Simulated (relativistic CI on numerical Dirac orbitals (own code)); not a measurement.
Os³⁺: what numerical and physical settings do to a radial Dirac CI calculation

Reference input:

```
atom Os  Z=76  charge=3  electrons=73
nucleus A=192  rms_radius_fm=5.4126
hamiltonian dirac-coulomb  breit=on  qed=on  c_scale=1
orbitals kli  potential=per-configuration
slater_scale 1
correlation none
mixing on
grid step=0.0125 r_max=64.9
scf mixing=0.4 start=green max_iterations=150 tolerance=2e-08 node_fill=0.05
configurations
  [Xe] 4f14 5d5
  [Xe] 4f14 5d4 6s
  [Xe] 4f14 5d3 6s2
end
```

Computed lowest total energy -17237.63008 Ha, first excitation 20760.0 cm⁻¹, 38 SCF steps. Runs with settings changed; * marks those that are bad on purpose:

```
                                           Changed        Outcome  Lowest level   ΔE (Ha)  First excitation (cm⁻¹)  SCF steps                                                                         Message
                     end of the grid at 32.45 bohr      converged    5d5 6S_5/2  2.55e-11                  20760.0         38                                                                                
QED terms off, Breit term off, SCF tolerance 1e-05      converged    5d5 6S_5/2     -31.7                  20563.7         32                                                                                
                                     QED terms off      converged    5d5 6S_5/2     -12.9                  20775.0         38                                                                                
                                  SCF mixing 1.8 *      converged    5d5 6S_5/2  3.62e-09                  20760.0         58                                                                                
                               iteration limit 2 *  not converged                                                           2  SCF of 1s2 2s2 2p6 3s2 3p6 3d10 4s2 4p6 4d10 4f14 5s2 5p6 5d5 did not converge
```

With so few configurations and no correlation, terms lie too far apart (by 10 to 50 % near neutrality), their order can be wrong, and levels of other configurations are missing.
